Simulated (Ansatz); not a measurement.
Isolated molecules relaxed with PBE0-D4/def2-TZVP in Ansatz; ΔE leaves out vibrations. CCSD(T)/CBS adds triple-zeta CCSD(T) − MP2 to the extrapolated MP2 energy (def2 sets, frozen cores). This one scheme is used for every species. DFT in def2-TZVPP. For Ge outer-core shells are correlated without core-valence functions, which leaves a few kJ/mol of doubt a bond. Scalar relativity is left out up to krypton. Each species was taken in one conformer, which may not be the lowest.

Consider the redistribution: `[NH2][GeH2][SiH2]O` + `NB(F)S` → `[NH2][GeH2][SiH](N)O` + `FBS`.

```csv
species,r2SCAN-D4 energy (Eh)
`[NH2][GeH2][SiH2]O`,-2500.70394
`NB(F)S`,-579.55906
`[NH2][GeH2][SiH](N)O`,-2556.09666
`FBS`,-524.14618
```

(1) Work out ΔE.

Largest T1 diagnostic among the species: 0.014.

## Answers

(1) ΔE = (-2556.09666) + (-524.14618) − (-2500.70394) − (-579.55906) = 0.02016 Eh = +12.7 kcal/mol. CCSD(T)/CBS gives +10.7 kcal/mol.

In def2-TZVPP, CCSD(T) changes the Hartree–Fock value by +1.5 kcal/mol (the triples alone add +0.3 kcal/mol) and MP2 by +1.2 kcal/mol.
